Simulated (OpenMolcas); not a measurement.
Nb4+ in a point-charge field

Nb4+ among 5 point charges of -2 e arranged as a trigonal bipyramid (D3h), 2.01 Å from the ion, with the axial distance 1.889 Å. The active orbitals were held to one l.

* Program: OpenMolcas 26.06
* Method: CASSCF
* Basis: ANO-RCC-VTZP [7s6p4d2f1g]
* Scalar Hamiltonian: DKH2, point nucleus
* Active space: 1 electron in 5 orbitals (4d)
* State averaging: 2S+1 = 2 even, 5 roots
* Spin-orbit coupling: state interaction with AMFI integrals over the reference wave functions

The lowest spin-free states (labels of D3, the rotations of D3h), above the lowest:

```csv
State,Degeneracy,E (cm-1),Free-ion L (%)
2E,2,0.0,D (100)
2E,2,841.0,D (100)
2A1,1,18452,D (100)
```

The lowest levels with spin-orbit coupling:

| E (cm-1) | Degeneracy | Label | 2S+1 | g |
| --- | --- | --- | --- | --- |
| 0.0 | 2 | E3/2 | 2 | 0.00 0.00 2.19 |
| 1384 | 2 | E1/2 | 2 | 0.00 0.23 0.23 |
| 1628 | 2 | E1/2 | 2 | 0.00 0.00 6.00 |
| 2336 | 2 | E3/2 | 2 | 0.00 0.00 3.81 |
| 19423 | 2 | E1/2 | 2 | 2.00 2.23 2.23 |

Powder χT (cm3 K/mol): 0.151 at 2 K, 0.152 at 10 K, 0.16 at 50 K, 0.171 at 100 K, 0.191 at 200 K, 0.212 at 300 K. The effective moment at 300 K is 2.828 √(χT) = 1.30 μB.

The lowest level has 2S+1 = 2, for which the spin-only value is χT = S(S+1) / 2 = 0.375 cm3 K/mol (g = 2). The computed 0.212 at 300 K differs by -0.163, through orbital momentum, spin-orbit coupling and any other state in reach.

An orbital doublet at a regular site is open to a Jahn-Teller distortion, which this geometry leaves out. Point charges carry no covalency, so the field is a model and not that of real ligands. No measured value stands beside these numbers.

The RASSCF and RASSI steps took 6 s on 1 thread of Arm Neoverse V1, on a shared host; the integral step is not counted.
